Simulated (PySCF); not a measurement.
**Correlation energy of Eu (europium, neutral)**

[Xe] 4f6 5d1 6s2, one real determinant (an excited configuration). Calculation: PySCF 2.14, in cc-pVDZ-X2C; the spin-free X2C one-electron Hamiltonian (Gaussian nucleus). Frozen: [Kr] 4d10; 17 electrons correlated.

| level | correlation energy (mhartree) |
| --- | --- |
| CCSD | -424.00 |
| (T) | -15.50 |
| CCSD(T) | -439.50 |

Diagnostics: T1 = 0.037, D1 = 0.1694, largest double amplitude 0.094.

The real determinant used has ⟨L²⟩ near 18 against 30 for a pure H term, so it mixes terms. Spin-orbit coupling, absent here, splits the open shell strongly. T1 exceeds 0.03, a sign that the reference determinant is poor.

Cost of the coupled-cluster step: roughly 30 core-seconds, for 17 correlated electrons.

The reference is one real determinant that mixes LS terms of this configuration.
